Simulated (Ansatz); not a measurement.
Basis sets compared for Sn(OMe)2 (C2H6O2Sn). Total charge 0; singlet. Geometry PBE0-D4/def2-SVP. Ansatz on 4 threads of Arm Neoverse V1 on a shared host; times are rough, and most runs start from earlier orbitals.

Cartesian coordinates in Å:
```
C -0.401 -1.725 0.109
C 0.526 1.646 0.406
O -0.737 -1.315 -1.176
O 0.221 1.643 -0.950
Sn -0.547 0.350 -2.263
H -1.171 -1.438 0.851
H 0.563 -1.316 0.465
H -0.319 -2.827 0.141
H 1.530 1.224 0.607
H -0.196 1.075 1.023
H 0.531 2.684 0.788
```

In the def2 sets Sn takes a core potential, while STO-3G treats all electrons; there is no spin–orbit coupling.

STO-3G and 6-31G are all-electron sets without relativity, so their totals don't compare with the def2 sets.

Binding counts from free atoms (C triplet, O triplet, Sn triplet, H doublet) in the same basis, without a counterpoise term.

```csv
level,functions,energy (Eh),HOMO (eV),LUMO (eV),binding per atom (eV),wall time
HF/STO-3G,53,-6189.2719,-6.10,4.87,3.12,0.35 s
PBE-D4/def2-SVP,112,-444.1489,-5.72,-2.48,3.91,1.2 s
PBE0-D4/def2-SVP,112,-444.1617,-7.24,-1.86,3.80,1.4 s
```

**Question.** Estimate the rows for HF/def2-TZVP, PBE-D4/def2-TZVP (with forces), PBE0-D4/def2-TZVP.

**Answer.** 
```csv
level,functions,energy (Eh),HOMO (eV),LUMO (eV),binding per atom (eV),wall time
HF/def2-TZVP,210,-442.4193,-10.18,0.52,2.63,1.5 s
PBE-D4/def2-TZVP (with forces),210,-444.4343,-5.92,-2.64,3.90,2.6 s
PBE0-D4/def2-TZVP,210,-444.4434,-7.39,-2.00,3.79,2.9 s
```
